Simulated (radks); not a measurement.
Valence configurations of the tungsten ion W+ (all share [Xe]). All-electron calculation, scalar-relativistic Kohn-Sham, PBE, spin-polarised, spherical densities, point nucleus; open shells are filled with parallel spins first (spin-orbit coupling, left out, can overturn this in heavy ions). Program: a radial shooting solver on a logarithmic mesh with Libxc functionals. Energies are relative to 4f14 5d4 6s1; eigenvalues in eV for spin up.

| valence | E (eV) | moment (Bohr magnetons) | e(4f) | e(5d) | e(6p) | e(6s) |
|---|---|---|---|---|---|---|
| 4f14 5d4 6s1 | 0.000 | 5 | -40.462 | -12.748 | - | -13.013 |
| 4f14 5d5 | 0.574 | 5 | -37.853 | -11.127 | - | - |
| 4f14 5d3 6s2 | 2.129 | 3 | -43.431 | -14.308 | - | -13.642 |
| 4f14 5d4 6p1 | 5.770 | 5 | -41.945 | -13.975 | -8.034 | - |
| 4f14 5d3 6s1 6p1 | 6.219 | 5 | -44.809 | -15.700 | -8.700 | -14.909 |
| 4f14 5d2 6s2 6p1 | 9.556 | 3 | -48.038 | -17.345 | -9.125 | -15.569 |
| 4f14 5d3 6p2 | 12.474 | 5 | -46.255 | -16.844 | -9.376 | - |
| 4f14 5d1 6s2 6p2 | 18.578 | 3 | -52.729 | -20.285 | -10.463 | -17.366 |
| 4f13 5d5 6s1 | 30.837 | 7 | -50.021 | -14.198 | - | -13.368 |
| 4f13 5d4 6s1 6p1 | 38.478 | 7 | -54.603 | -17.388 | -8.867 | -15.347 |

NIST lists [Xe] 4f14 5d4 6s1 as the ground configuration; this level of theory agrees among the configurations tried. The energies are those of spherical high-spin densities, not of single terms.
